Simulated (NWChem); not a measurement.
# GeSiH$_{3}$Br, singlet; SMILES [SiH3][Ge][Br]

```xyz
6

Ge     0.9363    -0.5589     0.0000
Br    -0.2708     1.5025     0.0000
Si    -1.1277    -1.9885    -0.0001
H     -0.7860    -3.4424    -0.0058
H     -1.9580    -1.7061    -1.2063
H     -1.9490    -1.7140     1.2143
```
Atoms are numbered in this order, from 1.

Computed with NWChem. Low-valent species are run as closed-shell singlets; no triplet was tried in these runs. Geometry: optimised at B3LYP/6-31G* (spherical d). Vertical excitations in the gas phase.

Problem. Estimate the computed values for PBE0/def2-SVPD, TDA. Quantities: lowest excitation, singlet (eV); oscillator strength of that lowest state; orbital gap (eV).

Solution. 
```
Property                                  Result
----------------------------------------  ------
lowest excitation, singlet (eV)             1.93
oscillator strength of that lowest state   0.002
orbital gap (eV)                            3.20
```
